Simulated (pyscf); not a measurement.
H₃Si–B(Cl)–Cl, singlet

Gas-phase minimum from PySCF at ωB97X-D3(BJ)/def2-SVP, one conformer. 

```xyz
7

Si    -0.3348    -0.2535    -1.0160
B      0.2611     1.3985    -0.0156
Cl     1.9676     1.7114     0.2122
Cl    -0.8848     2.5691     0.5944
H      0.4974    -1.4260    -0.6177
H     -1.7747    -0.5520    -0.7687
H     -0.1350    -0.0045    -2.4759
```

Bond lengths (Å): Si1–B2 2.021, Si1–H5 1.492, Si1–H6 1.491, Si1–H7 1.494, B2–Cl3 1.750, B2–Cl4 1.748. Angles (°): B2–Si1–H5 110.2, B2–Si1–H6 111.5, B2–Si1–H7 107.9, H5–Si1–H6 109.7, H5–Si1–H7 108.5, H6–Si1–H7 108.9, Si1–B2–Cl3 119.9, Si1–B2–Cl4 121.8, Cl3–B2–Cl4 118.3.

Properties at ωB97X-D3(BJ)/def2-SVP:

```
Property                                                                                                                                                                                         Value
---------------------------------------------------------------------------------------------------------------------  -------------------------------------------------------------------------------
Harmonic wavenumbers, unscaled                                                                                         6, 148, 243, 299, 422, 576, 607, 885, 940, 956, 977, 983, 2245, 2257, 2264 cm⁻¹
Zero-point energy                                                                                                                                                                        19.7 kcal/mol
Rotational symmetry number                                                                                                                                                                           1
Entropy of this conformer at 298 K and 1 atm, rigid rotor and harmonic oscillator, modes under 100 cm⁻¹ raised to 100                                                                  332.9 J/(mol K)
Dipole moment                                                                                                                                                                                   0.33 D
```

Single-point totals, which compare only within one level (frozen core for MP2 and CC):

```csv
level,total energy (hartree)
ωB97X-D3(BJ)/def2-TZVP,-1236.71583
PBE/def2-TZVP,-1236.08198
r²SCAN/def2-TZVP,-1236.54925
B3LYP-D3(BJ)/def2-TZVP,-1236.72336
PBE0-D3(BJ)/def2-TZVP,-1236.19852
M06-2X/def2-TZVP,-1236.58830
ωB97M-D3(BJ)/def2-TZVP,-1236.80642
HF/def2-TZVPP,-1234.47407
MP2/def2-TZVPP,-1235.07447
CCSD/def2-TZVPP,-1235.13183
CCSD(T)/def2-TZVPP,-1235.16033
```

The lowest mode is so soft that the shape along it may change with the basis. Soft torsions are taken as harmonic, which can shift the entropy by several J/(mol K). The CCSD(T) − MP2 part came from Ansatz, without density fitting, on the same reference.
